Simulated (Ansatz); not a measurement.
```xyz
4

F     0.4052   -1.1081    1.3777
Ga    0.0308   -0.0626    0.0449
Cl    0.8172   -0.5709   -1.8430
Br   -1.2532    1.7417    0.4204
```

Charge 0, multiplicity 1.

(1) List the PBE0/def2-TZVPP orbital energies in eV (the Gaussian-basis code of Ansatz). (An estimate is asked.)

Results:

(1) Ansatz gave: Occupied: -13150.84, -10149.22, -2768.01, -1705.74, -1536.29, -1536.23, -1536.22, -1254.96, -1111.17, -1111.05, -1111.03, -673.50, -259.84, -239.56, -198.12, -197.99, -197.97, -179.92, -179.74, -179.71, -153.39, -106.41, -106.18, -106.12, -73.42, -73.37, -73.35, -73.20, -73.20, -32.43, -25.68, -25.47, -25.41, -25.38, -25.14, -23.10, -22.03, -14.05, -12.04, -11.90, -11.78, -10.63, -10.10, -9.84, -9.39, -9.20. Lowest empty: -2.10, -1.39, 1.35, 1.97, 2.83, 4.37, 4.69, 4.70.
